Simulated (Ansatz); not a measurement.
`N[Si](F)(Cl)Br` + H₂ → `N[SiH](F)Br` + HCl at 400 K and 1 bar (hydrogenolysis of the Si–Cl bond).

Gas-phase electronic energies from Ansatz, PBE0-D4/def2-TZVP geometries. CCSD(T)/CBS adds triple-zeta CCSD(T) − MP2 to the extrapolated MP2 energy (def2 sets, frozen cores). This one scheme is used for every species. For Br outer-core shells are correlated without core-valence functions, which leaves a few kJ/mol of doubt a bond. Scalar relativity is left out up to krypton. One conformer a species, not always the lowest.

```csv
species,CCSD(T)/CBS energy (Eh),H − E (kJ/mol),S (J/(mol·K))
`N[Si](F)(Cl)Br`,-3478.08790,117.1,393.9
H₂,-1.17544,38.0,139.0
`N[SiH](F)Br`,-3018.85213,130.3,356.6
HCl,-460.38127,29.6,195.4
```

H − E and S are ideal-gas, rigid-rotor, harmonic terms from PBE0-D4/def2-TZVP, for one conformer and one mirror image of each species. The MP2-based limit puts H₂ 0.8 mEh under its directly extrapolated value; such offsets cancel only in part. 1 Eh = 2625.50 kJ/mol, R = 8.31446 J/(mol·K).

By hand: ΔE, ΔH, ΔS and ΔG.

ΔE = (-3018.85213) + (-460.38127) − (-3478.08790) − (-1.17544) = 0.02994 Eh = 78.6 kJ/mol. Δ(H − E) = 130.3 + 29.6 − 117.1 − 38.0 = 4.8, so ΔH = 83.4 kJ/mol. ΔS = 356.6 + 195.4 − 393.9 − 139.0 = 19.1 J/(mol·K). ΔG = 83.4 − 400 × (19.1)/1000 = 75.8 kJ/mol.

By hand: the equilibrium constant, and the temperature at which ΔG would vanish if ΔH and ΔS stayed fixed.

log₁₀ K = −ΔG/(RT ln 10) = -9.9. ΔG = 0 at ΔH/ΔS = 4366 K, far beyond where these terms or the molecules hold.

ΔH outweighs TΔS. A doubt of 5 kJ/mol in ΔE shifts log₁₀ K by 0.7 here. Other conformers and mirror images would add mixing entropy, several J/(mol·K) or more a flexible species. These are equilibria of isolated gas molecules and say nothing of rates. Largest T1 diagnostic: 0.009 (customary marks: 0.02 for closed shells, 0.045 for open ones).
